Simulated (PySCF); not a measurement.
GeH₆O₂Si.
Atom-mapped SMILES: `[OH:1][SiH:2]([OH:3])[GeH3:4]` (hydrogens: H5 on O1; H6 on Si2; H7 on O3; H8, H9, H10 on Ge4)

Computed by this run: PBE0-D3(BJ)/def2-SVP geometry optimisation, gas phase in PySCF; density fitting, grid level 1; the optimiser is geomeTRIC in internal coordinates, started from a GFN2-xTB structure with every atom displaced at random (about 0.01 Å).

Step 0: E = -68562.0407 eV
```
atom  x, y, z in Å  |  force x, y, z in eV/Å
O1     -1.3729   -1.0819   -0.8446   -1.616  -0.820  -1.449
Si2    -0.7364   -0.1632    0.3173    0.682   0.255   0.414
O3     -1.4499    1.3077    0.1974   -0.108   1.203   0.108
Ge4     1.5689   -0.1286   -0.1791   -0.470   0.293   0.144
H5     -2.3253   -0.9763   -1.0553    0.938  -0.138   0.251
H6     -1.0503   -0.7042    1.6390    0.063  -0.292   0.681
H7     -1.0983    2.0397    0.7227   -0.179  -0.230  -0.178
H8      1.9558    0.4430   -1.5076   -0.080   0.334  -0.807
H9      2.2210   -1.4525   -0.1109    0.371  -1.239   0.067
H10     2.3379    0.6952    0.8002    0.400   0.634   0.768
```

Question: Estimate the geometry and energy of step 1. (The exact step hangs on the optimiser's Hessian estimate; all steps are aligned on step 0, rigid shifts and turns removed.)

Answer: E = -68562.2374 eV, largest force 0.421 eV/Å
```
atom  x, y, z in Å  |  force x, y, z in eV/Å
O1     -1.4188   -1.0631   -0.9399    0.398   0.117   0.070
Si2    -0.7352   -0.1389    0.2572   -0.079  -0.038   0.015
O3     -1.4319    1.3731    0.1736    0.011  -0.081  -0.087
Ge4     1.6012   -0.1117   -0.1662    0.382  -0.036   0.009
H5     -2.3741   -1.1040   -0.9475   -0.356  -0.033  -0.009
H6     -0.9994   -0.7336    1.6097   -0.007   0.017  -0.019
H7     -1.0858    2.0753    0.7287    0.029   0.026   0.065
H8      1.9482    0.5047   -1.5482   -0.072  -0.089   0.181
H9      2.1922   -1.5525   -0.1040   -0.117   0.262  -0.025
H10     2.3542    0.7297    0.9156   -0.188  -0.145  -0.199
```

The energy changes by -0.1967 eV. The first-order estimate −F·Δx gives -0.5085 eV and the mean of the old and new forces, exact on a quadratic surface, -0.2241 eV. The step makes an angle of 62° with the force vector and moves no atom by more than 0.174 Å.

The cost below is that of the whole optimisation. On an Arm Neoverse V2 with one thread, no GPU, on a shared host, this took 75 s wall and 0.45 GiB of memory at its peak.
